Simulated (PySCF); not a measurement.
## Atomic charges by several schemes

Compound: C₄H₁₅NOSi₂.
Structure used (GFN2-xTB), in Å, numbered top down from 1:
```xyz
23
C4H15NOSi2 angstrom
C     -1.7012    0.7095    1.3376
C     -1.2586   -0.1913    0.1757
C     -1.9006    0.2949   -1.1206
C     -1.6876   -1.6375    0.4520
N      0.1851   -0.1624    0.0373
Si     1.1254    0.9800   -0.8217
O      2.6657    0.7136   -0.3828
Si     3.9659   -0.1465    0.0172
H     -1.3544    1.7254    1.1666
H     -1.2784    0.3547    2.2752
H     -2.7847    0.7175    1.4262
H     -1.6394    1.3328   -1.3043
H     -1.5484   -0.3018   -1.9567
H     -2.9827    0.2111   -1.0578
H     -2.7686   -1.7044    0.5436
H     -1.3638   -2.2838   -0.3600
H     -1.2412   -1.9963    1.3775
H      0.6380   -0.6082    0.8227
H      0.9340    2.3961   -0.4832
H      1.0264    0.7364   -2.2615
H      4.5582    0.5596    1.1520
H      3.5651   -1.5029    0.4008
H      4.8408   -0.1695   -1.1527
```

Density: PBE0/pcSseg-1 (PySCF); schemes: Mulliken, IAO, Hirshfeld and ESP-fitted. One conformer (not necessarily the lowest) at the GFN2-xTB geometry, without solvent, vibrations or thermal averaging. GFN2-xTB frequencies show an imaginary mode (29i cm⁻¹), so this geometry is no minimum at that level.

Question: What partial charge does each atom carry?

Answer: In e; atoms taken as equivalent share a row and are averaged (×n: the atom named and its like, n in all):

```json
{"atom": "C1/C3/C4", "environment": "methyl carbon", "Mulliken": "-0.161", "IAO": "-0.423", "Hirshfeld": "-0.123", "ESP-fitted": "-0.605"}
{"atom": "C2", "environment": "sp3 carbon bound to nitrogen", "Mulliken": "-0.353", "IAO": "+0.166", "Hirshfeld": "+0.072", "ESP-fitted": "+0.863"}
{"atom": "N5", "environment": "silicon-bound nitrogen", "Mulliken": "-0.613", "IAO": "-0.702", "Hirshfeld": "-0.241", "ESP-fitted": "-0.872"}
{"atom": "Si6", "environment": "oxygen-bound silicon", "Mulliken": "+0.935", "IAO": "+1.124", "Hirshfeld": "+0.419", "ESP-fitted": "+0.682"}
{"atom": "O7", "environment": "siloxane oxygen", "Mulliken": "-0.722", "IAO": "-0.886", "Hirshfeld": "-0.303", "ESP-fitted": "-0.439"}
{"atom": "Si8", "environment": "oxygen-bound silicon", "Mulliken": "+0.728", "IAO": "+0.891", "Hirshfeld": "+0.392", "ESP-fitted": "+0.613"}
{"atom": "H9 (×9)", "environment": "methyl hydrogen", "Mulliken": "+0.110", "IAO": "+0.138", "Hirshfeld": "+0.040", "ESP-fitted": "+0.144"}
{"atom": "H18", "environment": "N–H hydrogen", "Mulliken": "+0.194", "IAO": "+0.252", "Hirshfeld": "+0.108", "ESP-fitted": "+0.358"}
{"atom": "H19/H20", "environment": "Si–H hydrogen", "Mulliken": "-0.146", "IAO": "-0.181", "Hirshfeld": "-0.094", "ESP-fitted": "-0.142"}
{"atom": "H21/H22/H23", "environment": "Si–H hydrogen", "Mulliken": "-0.129", "IAO": "-0.151", "Hirshfeld": "-0.083", "ESP-fitted": "-0.133"}
```

Mean size of the charges over all atoms: ESP-fitted 0.331 e, IAO 0.320 e, Mulliken 0.248 e, Hirshfeld 0.117 e. Each set sums to the total charge, 0, to within 0.001 e. The Mulliken scheme counts on each atom the diagonal of the density matrix times the overlap matrix over that atom's basis functions. The Hirshfeld scheme divides the density at each point in proportion to the densities of the neutral, spherically averaged free atoms.

Some averages cover members that differ in this geometry: C1/C3/C4, ESP-fitted -0.630 to -0.563; C1/C3/C4, Mulliken -0.197 to -0.135; H9 (×9), ESP-fitted +0.121 to +0.166; H9 (×9), Mulliken +0.099 to +0.126 e.

Lowest charge. The schemes don't all agree: Mulliken O7 (-0.722); IAO O7 (-0.886); Hirshfeld O7 (-0.303); ESP-fitted N5 (-0.872).

Highest charge. The schemes don't all agree: Mulliken Si6 (+0.935); IAO Si6 (+1.124); Hirshfeld Si6 (+0.419); ESP-fitted C2 (+0.863).

Question: How many electrons does the IAO scheme count on C2?

Answer: Z − q = 6 − (+0.166) = 5.834.

Question: How closely do the schemes follow one another over all atoms?

Answer: Correlation coefficient and root-mean-square difference: IAO with Hirshfeld 0.99, 0.273 e; Mulliken with IAO 0.94, 0.160 e; Mulliken with Hirshfeld 0.94, 0.203 e; IAO with ESP-fitted 0.87, 0.219 e; Hirshfeld with ESP-fitted 0.84, 0.298 e; Mulliken with ESP-fitted 0.67, 0.319 e.
